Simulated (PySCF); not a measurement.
C₅H₇N. Atoms are numbered in the order given.

```xyz
13

C      2.0756     0.0245     0.0000
N      0.6289    -0.0364     0.0000
C     -0.1711    -0.0133     1.1246
C     -1.4997     0.0147     0.7140
C     -1.4997     0.0147    -0.7140
C     -0.1711    -0.0133    -1.1246
H      2.4742    -0.4891    -0.8961
H      2.4484     1.0716     0.0000
H      2.4742    -0.4891     0.8961
H      0.2732    -0.0220     2.1263
H     -2.3745     0.0209     1.3741
H     -2.3745     0.0209    -1.3741
H      0.2732    -0.0220    -2.1263
```
Charge 0, spin multiplicity 1.

The structure is a stationary point at PBE-D3(BJ)/def2-SVP.

Level of theory: PySCF with SMD-B3LYP/6-31G*.

Solvation free energies are E(SMD) − E(gas) at the gas-phase geometry, for 1 M in both phases. In vacuum the dipole moment is 2.06 D.

```
solvent     ΔG(solv) (kcal/mol)  its non-electrostatic (CDS) part  dipole (D)
----------  -------------------  --------------------------------  ----------
water                      -2.0                               3.9        2.88
n-hexane                   -5.0                              -3.1        2.34
chloroform                 -6.5                              -2.5        2.63
```
